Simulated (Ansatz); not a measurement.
Ge14NH24, a doped nanocrystal cut from the lattice of germanium (N on a surface site), relaxed as a doublet with UKS PBE-D4/def2-SVP in Ansatz, starting from the GFN2-xTB geometry. Force threshold 0.03 eV/Å.

Single mean-field runs in def2-SVP are fitted with def2-universal-jkfit.

Start:

```xyz
39

Ge    0.8755    0.8947   -0.3070
Ge    3.0238   -1.0424    2.0829
Ge   -2.0013    0.2121   -4.8473
Ge   -0.4658   -2.2387   -2.0439
Ge   -0.9747   -1.5785    2.1329
Ge   -2.8431    0.7941   -0.9159
Ge    0.7430    2.4924    1.4869
Ge   -2.6457    1.7521   -3.1206
Ge    2.5109    0.7562    3.6014
Ge    3.0966   -0.0585   -0.1211
Ge   -1.0204   -0.6843   -0.2122
Ge    1.2254   -2.6535    2.2779
Ge   -0.1874   -1.2320   -4.2223
Ge   -1.4831    0.2096    3.8184
N     0.8944    1.5739    3.1144
H     0.8064    1.7821   -1.5726
H     4.3890   -1.5605    2.5538
H    -1.6887    0.9212   -6.1498
H    -3.1829   -0.6556   -5.2338
H     0.7876   -3.0285   -1.6762
H    -1.4941   -3.3611   -2.1238
H     0.6327    2.2160    3.8525
H    -1.8946   -2.8536    2.0309
H    -3.0317    1.9255    0.0784
H    -4.1872    0.0799   -0.8287
H     1.8056    3.5966    1.5289
H    -0.5702    3.2405    1.6584
H    -1.6395    2.8851   -3.0936
H    -3.9246    2.4666   -3.5140
H     3.5346    1.8896    3.7195
H     2.2320    0.3738    5.0525
H     4.2143    0.9588   -0.2973
H     3.4028   -1.0809   -1.2085
H     1.4749   -3.7609    1.2556
H     1.4472   -3.4150    3.5800
H     1.1206   -0.4638   -4.2095
H     0.0770   -2.3100   -5.2582
H    -2.1241    1.2528    2.7972
H    -2.9356   -0.2958    4.3337
```

(1) Estimate the energy that the relaxation releases and the steps that it takes.

(2) Does the start keep its bonding and symmetry?

(3) Predict the relaxed structure.

## Answers

(1) 0.86 eV, in 11 steps; 1.7 min on 4 threads of AMD EPYC 7R13 on a shared host and a share (37 GiB) of an NVIDIA H100 80GB HBM3. No frequencies were taken in this run, so the end may be a saddle point.

(2) By distances, no bond broke or formed. The bond that changes most is Ge5–Ge14, from 2.51 to 2.45 Å (atoms count from 1).

(3) 
```
atom   x (Å)   y (Å)   z (Å)
 Ge1   0.937   1.027  -0.420
 Ge2   2.957  -1.049   2.119
 Ge3  -2.005   0.179  -4.764
 Ge4  -0.439  -2.261  -2.047
 Ge5  -0.991  -1.588   1.913
 Ge6  -2.950   0.639  -0.889
 Ge7   0.751   2.631   1.412
 Ge8  -2.607   1.786  -3.022
 Ge9   2.489   0.835   3.604
Ge10   3.056  -0.161  -0.157
Ge11  -0.907  -0.585  -0.321
Ge12   1.158  -2.694   2.308
Ge13  -0.011  -1.096  -4.152
Ge14  -1.445   0.124   3.605
 N15   0.893   1.682   3.042
 H16   0.894   1.825  -1.758
 H17   4.328  -1.653   2.553
 H18  -1.794   0.909  -6.123
 H19  -3.186  -0.818  -4.945
 H20   0.787  -3.121  -1.621
 H21  -1.658  -3.215  -2.211
 H22   0.541   2.272   3.810
 H23  -2.093  -2.698   1.895
 H24  -3.278   1.664   0.235
 H25  -4.149  -0.346  -1.009
 H26   1.854   3.737   1.326
 H27  -0.642   3.322   1.467
 H28  -1.451   2.814  -2.856
 H29  -3.882   2.574  -3.441
 H30   3.670   1.861   3.607
 H31   2.209   0.391   5.068
 H32   4.266   0.805  -0.316
 H33   3.194  -1.300  -1.208
 H34   1.399  -3.831   1.272
 H35   1.200  -3.327   3.731
 H36   1.185  -0.123  -3.949
 H37   0.369  -2.087  -5.291
 H38  -2.156   1.326   2.895
 H39  -2.495  -0.450   4.637
```
Bond lengths: 15 × Ge–Ge 2.44 to 2.45 Å; 2 × Ge–N 1.89 Å; 23 × Ge–H 1.55 to 1.58 Å; 1 × H–N 1.03 Å.
